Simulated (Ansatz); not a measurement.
Start from `C1N[SiH2]O1` and change one element to get `C1N[SiH2][Se]1`.

Ansatz, PBE0-D4/def2-TZVP geometries, multiplicity 1. 

Scalar relativity is left out up to krypton.

| property | `C1N[SiH2]O1` |
| --- | --- |
| LUMO energy (B3LYP/def2-TZVPP) / eV | -0.52 |
| size of the dipole moment (ωB97M-V/def2-TZVPP) / D | 1.88 |
| HOMO–LUMO gap (ωB97M-V/def2-TZVPP) / eV | 10.87 |
| HOMO energy (PBE/def2-TZVPP) / eV | -5.71 |
| HOMO–LUMO gap (PBE/def2-TZVPP) / eV | 4.52 |
| HOMO energy (PBE0/def2-TZVPP) / eV | -7.11 |

Question: Give the same properties after the change, and the shifts. (Estimate.)

Answer: Computed: 
| property | `C1N[SiH2][Se]1` | shift |
| --- | --- | --- |
| LUMO energy (B3LYP/def2-TZVPP) / eV | -0.69 | -0.17 |
| size of the dipole moment (ωB97M-V/def2-TZVPP) / D | 2.17 | 0.29 |
| HOMO–LUMO gap (ωB97M-V/def2-TZVPP) / eV | 9.90 | -0.97 |
| HOMO energy (PBE/def2-TZVPP) / eV | -5.37 | 0.34 |
| HOMO–LUMO gap (PBE/def2-TZVPP) / eV | 4.04 | -0.48 |
| HOMO energy (PBE0/def2-TZVPP) / eV | -6.51 | 0.60 |

With PBE0 the HOMO rises by 0.60 eV and the LUMO falls by 0.20 eV, so the gap narrows by about 0.80 eV. PBE moves the HOMO by 0.34 eV and ωB97M-V by 0.77 eV. Dipoles are sizes alone; their direction can turn.

B3LYP here is the variant with VWN-RPA as its local correlation; programs differ in this.

Spin–orbit coupling is left out; it splits and shifts lone-pair levels of the heavy atoms by tenths of an eV.
